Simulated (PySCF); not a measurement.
All of these have the formula C5H16N2Si2. Theory: TDDFT PBE0/def2-SVPD, vertical, gas phase, core orbitals frozen in the response (PySCF). Geometries: PBE0-D3(BJ)/def2-SVP; one conformer of each isolated species. Triplets are in the Tamm–Dancoff approximation.

**Question.** Rank by computed lowest triplet energy, highest first.
A. `C[Si@](N)([SiH3])N1CCCC1`
B. `N(C)[Si@H]1C[C@@H](CC)[SiH2]N1`
C. `CN(CC1CC1)[SiH2]N[SiH3]`
D. `CN(C)[Si@@H]1CCC[Si@@H]1N`

**Answer.** B (5.69 eV), C (5.38 eV), A (5.01 eV), D (4.53 eV).

| SMILES | T1 (eV) | S1 (eV) | LUMO (eV) | HOMO (eV) | gap (eV) | first f ≥ 0.01 (nm) | S1 mainly |
| --- | --- | --- | --- | --- | --- | --- | --- |
| CC[C@@H]1C[Si@H](NC)N[SiH2]1 | 5.69 | 5.89 | 0.48 | -6.51 | 6.99 | 210 | H→L (79%) |
| CN(CC1CC1)[SiH2]N[SiH3] | 5.38 | 5.61 | 0.20 | -6.36 | 6.55 | 221 | H→L (95%) |
| C[Si@](N)([SiH3])N1CCCC1 | 5.01 | 5.16 | 0.34 | -5.85 | 6.19 | 234 | H→L (93%) |
| CN(C)[Si@@H]1CCC[Si@@H]1N | 4.53 | 4.89 | -0.04 | -6.10 | 6.06 | 237 | H→L (96%) |

H and L stand for HOMO and LUMO.

- `CC[C@@H]1C[Si@H](NC)N[SiH2]1`: Löwdin shares by element: HOMO nitrogen 56%, carbon 10% or more, silicon 7% or more (atoms not listed hold the other 27%); LUMO silicon 39%, hydrogen 19% or more (atoms not listed hold the other 42%).
- `CN(CC1CC1)[SiH2]N[SiH3]`: Löwdin shares by element: HOMO nitrogen 59%, carbon 15% or more (atoms not listed hold the other 26%); LUMO silicon 34%, hydrogen 10% or more, nitrogen 8% or more (atoms not listed hold the other 49%).
- `C[Si@](N)([SiH3])N1CCCC1`: Löwdin shares by element: HOMO nitrogen 48% or more, carbon 16% or more, silicon 7% or more (atoms not listed hold the other 29%); LUMO silicon 26%, hydrogen 18% or more (atoms not listed hold the other 55%).
- `CN(C)[Si@@H]1CCC[Si@@H]1N`: Löwdin shares by element: HOMO nitrogen 44% or more, silicon 10% or more, carbon 7% or more, hydrogen 7% or more (atoms not listed hold the other 31%); LUMO silicon 38%, nitrogen 8% or more, hydrogen 6% or more (atoms not listed hold the other 47%).

Without π bonds the low states are Rydberg-like; a valence basis with one diffuse set may place them up to an eV too high.
